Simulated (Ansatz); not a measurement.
The lowest singlet and triplet of CH2 (SMILES [CH2]); geometries from B3LYP-D3(BJ)/def2-TZVP, each state relaxed from the structure named, with no frequency check.
Singlet at the triplet's geometry (charge 0, multiplicity 1):
| atom | x (Å) | y (Å) | z (Å) |
|---|---|---|---|
| C | -0.0004 | 0.1031 | 0.0000 |
| H | -0.9952 | -0.3128 | 0.0000 |
| H | 0.9974 | -0.3058 | 0.0000 |

| level | gap E(singlet) − E(triplet), vertical, at the triplet's geometry (kcal/mol) | cost |
|---|---|---|
| R-SVWN5/def2-TZVPP | 26.45 | ×0.7 |
| U-SVWN5/def2-TZVPP (spin-contaminated) | 12.30 | ×1 |
| R-PBE/def2-TZVPP | 28.88 | ×1 |
| R-r2SCAN/def2-TZVPP | 34.89 | ×2 |
| R-B3LYP/def2-TZVPP | 24.05 | ×0.8 |
| R-wB97M-V/def2-TZVPP | 21.77 | ×2 |
| R-B2PLYP/def2-TZVPP | 24.69 | ×1 |
| R-CCSD/cc-pVTZ | 24.30 | - |
| R-CCSD/cc-pVQZ | 23.31 | - |
| R-CCSD(T)/cc-pVDZ | 26.55 | ×0.7 |
| R-CCSD(T)/cc-pVTZ | 23.06 | ×2 |
| R-CCSD(T)/cc-pVQZ | 22.03 | ×10 |
| R-CCSDT/cc-pVTZ | 22.35 | - |
| R-CCSDT(Q)/cc-pVDZ | 25.78 | ×4 |
| R-CCSDT(Q)/cc-pVTZ | 22.18 | ×30 |
| SA-CASSCF(6,6)/cc-pVDZ | 29.29 | - |
| SC-NEVPT2 on SA-CASSCF(6,6)/cc-pVDZ | 26.24 | - |
| SC-NEVPT2 on SA-CASSCF(6,6)/cc-pVQZ | 21.43 | - |
| FIC-MRCISD+Q on SA-CASSCF(6,6)/cc-pVTZ | 21.86 | - |
| FIC-MRCISD+Q on SA-CASSCF(6,6)/cc-pVQZ | 20.79 | - |

The rows run from 12.30 (U-SVWN5/def2-TZVPP (spin-contaminated)) to 34.89 kcal/mol (R-r2SCAN/def2-TZVPP). From cc-pVDZ to cc-pVQZ R-CCSD(T) changes by -4.52. The 6 R-functionals in def2-TZVPP without D3 or D4 span 13.12, from R-wB97M-V to R-r2SCAN.

A positive gap puts the triplet lower; no zero-point energy. R- takes a restricted singlet. U- takes an unrestricted singlet (broken symmetry where lower, unprojected). The triplet is unrestricted in single-reference levels. Active spaces average the two states.

Cores are frozen in the correlated methods.

Doubts at one or more of the structures used: a restricted determinant that unrestricted orbitals would lower (R-SVWN5/def2-TZVPP, R-PBE/def2-TZVPP, R-r2SCAN/def2-TZVPP, R-B3LYP/def2-TZVPP, R-wB97M-V/def2-TZVPP, R-B2PLYP/def2-TZVPP, R-CCSD/cc-pVTZ, R-CCSD/cc-pVQZ, R-CCSD(T)/cc-pVDZ, R-CCSD(T)/cc-pVTZ, R-CCSD(T)/cc-pVQZ, R-CCSDT/cc-pVTZ, R-CCSDT(Q)/cc-pVDZ, R-CCSDT(Q)/cc-pVTZ).

Run with Ansatz (a first-principles code). 

Costs are rough ratios of core time to R-PBE/def2-TZVPP (about 1.6 s over the structures, on one shared machine); a dash marks a level with no comparable run of its own.
